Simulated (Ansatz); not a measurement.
Molecule: sum formula H₆Si₂NO, charge 0, multiplicity 2. It need not be the lowest isomer of its formula. 
Structure (B3LYP-D3(BJ)/def2-TZVP (Ansatz, a program for electronic structure) minimum search):
SMILES: N[SiH2]O[SiH2]
```xyz
10

N     -1.4347     1.3446    -0.7048
Si    -1.2423    -0.1876     0.0232
O      0.3160    -0.6814     0.2373
Si     1.8826    -0.2085     0.3271
H     -1.3813     2.2014    -0.1789
H     -1.2987     1.4992    -1.6905
H     -1.8656    -1.1982    -0.8525
H     -1.8682    -0.1188     1.3587
H      2.7296    -1.4316     0.3481
H      2.2350     0.6330    -0.8538
```
Charge 0, spin multiplicity 2.

Total electronic energies in hartree. Valence correlation only, unless marked. Open shells are spin-unrestricted. No spin-orbit coupling. Non-relativistic. CBS(X,Y): correlation extrapolated as X^-3; Hartree-Fock from the larger set.

```json
[
 {"level": "HF/6-31G*", "program": "Ansatz", "energy (Eh)": "-710.70350"},
 {"level": "PBE0/def2-TZVPD", "program": "Ansatz", "energy (Eh)": "-712.31774"},
 {"level": "HSE06-D3(BJ)/def2-TZVPD", "program": "Ansatz + dftd3", "energy (Eh)": "-712.30359"},
 {"level": "CAM-B3LYP/def2-TZVPD", "program": "Ansatz", "energy (Eh)": "[?]"},
 {"level": "MP2/cc-pVTZ", "program": "Ansatz", "energy (Eh)": "-711.51340"},
 {"level": "CCSD/cc-pV(D+d)Z", "program": "Ansatz", "energy (Eh)": "-711.34267"},
 {"level": "CCSD/cc-pVTZ", "program": "Ansatz", "energy (Eh)": "-711.55360"},
 {"level": "CCSD(T)/6-31G", "program": "Ansatz", "energy (Eh)": "-710.91544"},
 {"level": "CCSD(T)/CBS(aug-cc-pV(T+d)Z,aug-cc-pV(Q+d)Z)", "program": "Ansatz", "energy (Eh)": "-711.6917"}
]
```

What belongs in the gaps?


- CAM-B3LYP/def2-TZVPD, energy (Eh): -712.68056
